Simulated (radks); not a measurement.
Coherent X-ray form factor from a spherical all-electron density. Method: scalar-relativistic Kohn-Sham, r2SCAN, spin-polarised, spherical densities, finite nucleus; meta-GGA in the generalised Kohn-Sham scheme; Fermi nuclear charge, rms radius of each element as measured or else 0.836 A^(1/3) + 0.57 fm; computed with a radial shooting solver on a logarithmic mesh with Libxc functionals.

sin(theta)/lambda (1/angstrom)  f0 (electrons)
0.05                                    50.919
0.1                                     48.208
0.15                                    44.883
0.2                                     41.644
0.25                                    38.714
0.3                                     36.075
0.4                                     31.424
0.5                                     27.470
0.6                                     24.243
0.8                                     19.787
1                                       16.977
1.25                                    14.220
1.5                                     11.719
2                                        7.913

The species is in the configuration that NIST lists as its ground one. Which atom or ion scatters so?

Answer. Neutral tellurium, [Kr] 4d10 5s2 5p4. Extrapolating in s^2 from the first two rows gives f0(0) = 51.8, near the electron count 52; among species with that count, the fall with angle is slower the higher Z, and the table is that of Z = 52; from so few rows the species is fixed only to a neighbour or two.
